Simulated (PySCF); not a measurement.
## Stationary points of IF₄⁺

Method: PBE/[I def2-SVP with ECP28, F def2-SVP], scalar-relativistic core potentials, density fitting, no spin–orbit coupling, PySCF.

Relaxations began from a few typed shapes. The search is not exhaustive: other isomers or separated fragments can lie lower, and high-lying points may rest on an excited occupation.

Q: Order these stationary points by electronic energy, lowest first, in kJ/mol from the lowest minimum.
A. singlet C4v: I–F 1.908 Å (×4); F–I–F 82.8° (×4), F–I–F 138.5° (×2)
B. singlet D4h: I–F 1.955 Å (×4); F–I–F 90.0° (×4), F–I–F 180.0° (×2)
C. singlet C2v: I–F 1.890 Å (×2), I–F 1.918 Å (×2); F–I–F 86.8° (×4), F–I–F 100.5°, F–I–F 170.1°
D. singlet Td: I–F 1.953 Å (×4); F–I–F 109.5° (×6)

A: C (0.0), A (12.1), D (95.3), B (125.8).

Q: Which of them are minima?

A: By energy in kJ/mol, 0.0: minimum; 12.1: saddle point, 1 imaginary mode; 95.3: saddle point, 3 imaginary modes; 125.8: saddle point, 2 imaginary modes.

Counting electrons, iodine keeps 2 of its valence electrons outside its bonds, so the VSEPR class is AX4E1 and the expected shape is see-saw (C2v), as computed.
